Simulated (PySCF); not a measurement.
## From computed data to an observable: dipole moment from atomic charges

C₅H₃Br, SMILES C(C(Br)=C=C)#C. Atoms are numbered in the order given.

```xyz
9

C      2.6672     1.2521     0.0000
C      1.4923     0.9506     0.0000
C      0.1249     0.5780     0.0000
Br    -0.2331    -1.3005     0.0000
C     -0.8849     1.4202     0.0000
C     -1.8847     2.2576     0.0000
H      3.7070     1.5229     0.0000
H     -2.3195     2.6225     0.9377
H     -2.3195     2.6225    -0.9377
```
Charge 0, spin multiplicity 1.

The structure is a stationary point at PBE0-D3(BJ)/def2-SVP. The structure was generated by enumeration, and PubChem lists no compound with its InChIKey, so it may never have been made.

Charges (e) from PBE/def2-TZVP in PySCF:

```
atom     IAO  Mulliken
----  ------  --------
C1    -0.207    -0.112
C2    -0.016     0.017
C3    -0.110    -0.118
Br4    0.034    -0.057
C5     0.048     0.045
C6    -0.325    -0.249
H7     0.209     0.171
H8     0.184     0.152
H9     0.184     0.152
```

The dipole moment of the full density is 1.65 D.

### Question
What dipole moment does each set of point charges give, and which comes closer to that of the density?

### Answer

μ = Σ q r, and 1 e Å = 4.8032 D.
IAO: Σ q r = (-0.106, 0.236, 0.000) e Å, |μ| = 1.24 D.
Mulliken: Σ q r = (0.083, 0.441, 0.000) e Å, |μ| = 2.16 D.
IAO comes closer in size. Point charges leave out the atoms' own dipoles (lone pairs, polarised bonds); fits to the potential absorb them, partitions of the density don't.
